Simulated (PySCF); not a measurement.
EPR parameters of C4H5O3S

Compound: C4H5O3S (doublet state).
Geometry (GFN2-xTB, Å), atoms numbered from 1 in this order:
```xyz
13
C4H5O3S angstrom
C      2.4008    0.1074    0.4246
C      1.1740   -0.2200    0.6139
C      0.0984   -0.2967   -0.4532
C     -0.8938   -1.3725   -0.2164
O     -1.4055   -1.5409    0.8614
S     -0.9499    1.1868   -0.1157
O     -0.1436    2.3577    0.0078
O     -2.0528    1.1919   -1.0230
H      3.1208    0.3937   -0.3003
H      0.7816   -0.4664    1.5956
H      0.4780   -0.2271   -1.4685
H     -1.1637   -1.9833   -1.0929
H     -1.4486    0.8698    1.1491
```

The hyperfine couplings belong to this conformer and change with its torsions.

The species is `O=[SH]([C@H](C=O)/C=[C]\[H])=O` [radical].

Method: UKS B3LYP, pcH-1 on C H O S, non-relativistic, mean-field spin-orbit, GIAO (PySCF 2.14.0). The structure is a single GFN2-xTB conformer in the gas phase; no vibrational or solvent corrections. Couplings are sensitive to structure, and on GFN2-xTB geometries they can be far from those on DFT ones. The SCF solution wasn't tested for stability.

```json
{
 "g1, g2, g3": "2.00190, 2.00230, 2.00270",
 "g_iso": "2.00230",
 "Form of g": "rhombic: the two nearest values differ by 50 % of g3 − g1",
 "⟨S²⟩": "0.7596 (exact 0.7500)",
 "α and β electrons": "35, 34",
 "HOMO–LUMO gap, α and β orbitals": "4.84, 4.66 eV"
}
```

Hyperfine couplings atom by atom, in MHz; T1 to T3 are the principal values of the dipolar part; ρ(0) is the spin density at the nucleus:

```tsv
atom	isotope	a_iso	of which spin–orbit	T1	T2	T3	Mulliken spin population	ρ(0) (bohr⁻³)
C1	13C	282.7	-0.1	-83.9	-61.7	145.6	1.05	0.2516
C2	13C	-7.8	0.0	-17.9	2.5	15.3	-0.18	-0.0070
C3	13C	82.6	0.0	-8.0	-7.6	15.6	0.08	0.0735
C4	13C	-1.5	0.0	-1.7	-0.7	2.4	0.00	-0.0013
O5	17O	-1.3	0.0	-6.7	2.5	4.3	0.02	0.0020
S6	33S	-6.5	0.0	-1.4	0.6	0.7	-0.01	-0.0191
O7	17O	0.1	0.0	-0.6	-0.2	0.8	0.00	-0.0002
O8	17O	-0.8	0.0	-0.6	0.1	0.5	0.00	0.0014
H9	1H	10.4	0.0	-34.0	-6.2	40.2	0.00	0.0023
H10	1H	125.4	0.0	-6.3	-4.8	11.1	0.05	0.0280
H11	1H	-6.4	0.0	-5.9	-1.2	7.1	0.00	-0.0014
H12	1H	5.9	0.0	-1.5	-0.8	2.2	0.00	0.0013
H13	1H	-2.4	0.0	-1.1	-0.9	2.0	0.00	-0.0005
```

The largest Mulliken spin populations are on C1 (+1.05), C2 (-0.18) and C3 (+0.08). C1 is the only atom above +0.15. The positive populations add up to 1.19 and the negative ones to -0.19, together 2S = 1.

Axes: g1 points within 8° of the C1–H9 bond.

Under fast tumbling the dipolar parts average out, and these isotropic splittings remain: 1 × 1H (H10, I = 1/2, 2 lines) with 4.47 mT, 1 × 1H (H9, I = 1/2, 2 lines) with 0.37 mT, 1 × 1H (H11, I = 1/2, 2 lines) with 0.23 mT, 1 × 1H (H12, I = 1/2, 2 lines) with 0.21 mT and 1 × 1H (H13, I = 1/2, 2 lines) with 0.09 mT.

The 33S coupling of S6 (-6.5 MHz) shows only in satellite lines or after enrichment, since that isotope makes up about 0.76 % of natural sulfur.

The 13C coupling of C1 (282.7 MHz) shows only in satellite lines or after enrichment, since that isotope makes up about 1.07 % of natural carbon.

β density exceeds α density at some nuclei, such as S6 (-0.0191), C2 (-0.0070) and H11 (-0.0014), spin density in bohr⁻³. In a single determinant that takes different orbitals for the two spins, that is spin polarisation.

The run took 66 s wall (with the writing of density and orbital grids) on one thread of an Arm Neoverse V2, shared host, and the process peaked at 1.0 GiB of memory.
